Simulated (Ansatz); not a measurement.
Ideal-gas functions of `[Br][Al][Br]` radical at 800 K and 1 bar, from an Ansatz frequency run at PBE0-D4/def2-TZVP.

Molar mass 186.79 g/mol, point group C2v (symmetry number 2), electronic degeneracy 2, moments of inertia 30.427, 610.202, 640.629 u Å². Harmonic wavenumbers (cm⁻¹, unscaled): 95, 343, 463.

Use S(trans) = R[1.5 ln M + 2.5 ln T − 1.1517]; rotational temperatures θ = 24.2544 K / I; S(rot) = R[ln(√π/σ · √(T³/θAθBθC)) + 1.5]; for each mode x = 1.438777 ν̃/T, S = R[x/(eˣ − 1) − ln(1 − e⁻ˣ)] and H = RT x/(eˣ − 1); 1 cm⁻¹ = 0.0119627 kJ/mol; R = 8.31446 J/(mol·K).

Question: By hand: the entropy, in J/(mol·K).

Answer: Translation 194.6. Rotation: θ = 0.7971, 0.0397, 0.0379 K, giving 122.8. Vibration, mode by mode: 23.02, 12.46, 10.07, in all 45.6. Electronic 5.8. Sum 368.8 J/(mol·K).

Question: By hand: H − E and G − E in kJ/mol, counted from the electronic energy.

Answer: Zero-point energy ½ × 901 × 0.0119627 = 5.4; thermal vibration 15.2; translation, rotation and pV give 4 RT = 26.6. H − E = 47.2 kJ/mol, and G − E = 47.2 − 800 × 368.8/1000 = -247.8 kJ/mol.

Vibration gives 12 % of the entropy, 23.0 J/(mol·K) of it from the mode under 150 cm⁻¹: soft modes count most, and the harmonic formula is weakest for them.
